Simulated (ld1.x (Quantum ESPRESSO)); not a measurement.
# ruthenium: one change to a TM potential, before and after

```json
{
  "Element": "Ru (Z = 44)",
  "Generator": "ld1.x (Quantum ESPRESSO) 7.5",
  "Type": "norm-conserving Troullier–Martins (Kleinman–Bylander form)",
  "Functional": "PBEsol",
  "Relativity": "scalar-relativistic",
  "Frozen core": "[Ar] 3d10 4s2",
  "Valence charge": "14",
  "Reference configuration": "4p6 4d6 5s2 5p0",
  "Partial waves": "5s (bound): rc 2.90 bohr; 4d (bound): rc 1.30 bohr; 4p (bound): rc 1.30 bohr",
  "Local potential": "the p channel",
  "Core correction": "a·sin(br)/r model core inside 1.30 bohr"
}
```

Change: wave 4d (bound): rc 1.30 bohr becomes 4d (bound): rc 0.96 bohr.

Cutoffs: the cutoffs (Ry, on a coarse ladder) from which the occupation-weighted sum of valence levels, in a spherical-Bessel basis at the reference potential, stays within 10 and 1 mRy of its value at 400 Ry; they do not see the model core or the augmentation charge, which bear on the density cutoff. Errors are all-electron minus pseudo energies relative to the spin-unpolarised reference configuration.

Q: How do hardness, ghosts and transferability respond?

A: The potential gets harder (80 Ry and 140 Ry → 160 Ry and 260 Ry); both files keep a bound ghost (s); of the 7 tests that both files solve, the error grows in 0 and shrinks in 1 by more than 15 % and 0.3 meV (median size 39.3 → 39.7 meV). A smaller radius makes the pseudo-wave follow the all-electron one further in, where it bends more sharply, so more plane waves are needed.

```csv
quantity,base,changed
"cutoff, loose",80 Ry,160 Ry
"cutoff, tight",140 Ry,260 Ry
loose cutoff by channel (10 mRy a level),"s 6 Ry, d 45 Ry, p 55 Ry","s 6 Ry, d 140 Ry, p 55 Ry"
bound ghosts,s,s
"error for 4p6 4d7 5s1 5p0, meV [ΔE -1.68 eV]",-32,-33
"error for 4p6 4d7 5s0 5p0, meV [ΔE 5.62 eV]",-72,-74
"error for 4p6 4d6 5s0 5p0, meV [ΔE 23.81 eV]",-39,-40
"error for 4p6 4d7 5s0 5p1, meV [ΔE 1.84 eV]",-45,-47
"error for 4p6 4d6 5s1 5p1, meV [ΔE 4.00 eV]",+22,+22
"error for 4p5 4d7 5s1 5p0, meV [ΔE 50.68 eV]",-18,-12
"error for 4p6 4d8 5s0 5p0, meV [ΔE -2.01 eV]",-81,-84
s: phases at 3.15 bohr within 0.05 rad from the reference energy up to (Ry; the scan ends near 5),2.6,2.6
p: phases at 3.15 bohr within 0.05 rad from the reference energy up to (Ry; the scan ends near 5),3.6,3.6
d: phases at 3.15 bohr within 0.05 rad from the reference energy up to (Ry; the scan ends near 5),to the end of the scan,to the end of the scan
```

 A true bound ghost makes a file unfit for plane-wave use even where its test errors are small: the radial tests pick states by their node count and pass the ghost by.
